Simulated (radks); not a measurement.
The mean radii <r> (bohr) of the occupied orbitals of an atom or ion are listed with their occupations. Method: scalar-relativistic Kohn-Sham, PBEsol, spin-unpolarised, spherical densities, point nucleus; computed with a radial shooting solver on a logarithmic mesh with Libxc functionals.

| orbital | occ. | <r> |
|---|---|---|
| 1s | 2 | 0.01804 |
| 2s | 2 | 0.07622 |
| 2p | 6 | 0.06834 |
| 3s | 2 | 0.1974 |
| 3p | 6 | 0.1979 |
| 3d | 10 | 0.1792 |
| 4s | 2 | 0.4404 |
| 4p | 6 | 0.4681 |
| 4d | 10 | 0.4981 |
| 5s | 2 | 0.9690 |
| 4f | 14 | 0.5561 |
| 5p | 2 | 1.071 |

Name the element and its charge.

Answer. Z = 75, rhenium, charge +11: Re11+ in [Kr] 4d10 4f14 5s2 5p2. The 1s radius gives Z: for a bare nucleus <r> = (2 gamma + 1)/(2Z) with gamma = sqrt(1 - (Z/c)^2), 0.01783 bohr for Z = 75, and screening makes it slightly larger (0.01804 here). The occupations add up to 64, and the charge is Z minus that.
